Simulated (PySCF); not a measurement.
A structure optimised at B3LYP-D3(BJ)/def2-SVP, used in a PySCF frequency run:

```xyz
11

C     -1.2477    -0.7647     0.0000
N     -1.1361     0.7023     0.0000
Si     0.5416     1.1898     0.0000
Si     0.6504    -1.1501     0.0000
H     -1.7671    -1.1659    -0.8914
H     -1.7671    -1.1659     0.8914
H     -1.9886     1.2542     0.0000
H      1.0003     1.9675     1.1961
H      1.0003     1.9675    -1.1961
H      1.1366    -1.8704     1.2130
H      1.1366    -1.8704    -1.2130
```

Task: Write its SMILES, formula and point group.

Result: C1N[SiH2][SiH2]1, CH7NSi2, Cs

Task: What are its rotational constants (standard atomic weights)?

Result: 6.3821, 4.3006, 2.7799 GHz
